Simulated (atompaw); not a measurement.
u(r) = r·R(r): atom against pseudo-atom (O (Z = 8))

Columns: radius, all-electron u(r) and pseudo u(r) of the 2p shell (level -9.04 eV) of oxygen in the configuration [He] 2s2 2p4; PBE, non-relativistic, PAW (atompaw) scheme, atompaw 4.2.0.5.

```csv
r (bohr),all-electron,pseudo
0.052,0.0334,0.0067
0.104,0.1099,0.0265
0.156,0.2053,0.0588
0.208,0.3055,0.1023
0.260,0.4022,0.1554
0.312,0.4908,0.2163
0.363,0.5678,0.2814
0.415,0.6355,0.3511
0.467,0.6926,0.4218
0.519,0.7395,0.4912
0.571,0.7767,0.5570
0.623,0.8049,0.6175
0.675,0.8251,0.6709
0.727,0.8380,0.7162
0.779,0.8447,0.7525
0.831,0.8460,0.7796
0.883,0.8428,0.7976
0.935,0.8358,0.8070
0.987,0.8256,0.8087
1.038,0.8130,0.8041
1.090,0.7981,0.7940
1.142,0.7816,0.7800
1.194,0.7637,0.7633
1.246,0.7448,0.7447
1.298,0.7252,0.7252
1.350,0.7050,0.7050
```

Problem. How many radial nodes do the two functions have?

Solution. The all-electron 2p function has n − l − 1 = 0; the pseudo-wave has 0.

Problem. Where does each function peak?

Solution. Outermost all-electron maximum near 0.83 bohr, pseudo maximum near 0.99 bohr (to the table’s step).

Problem. Is the pseudo-wave norm-conserving?

Solution. No, it belongs to a PAW set: the norm inside the radius is not constrained, and the difference is carried by the augmentation charge.
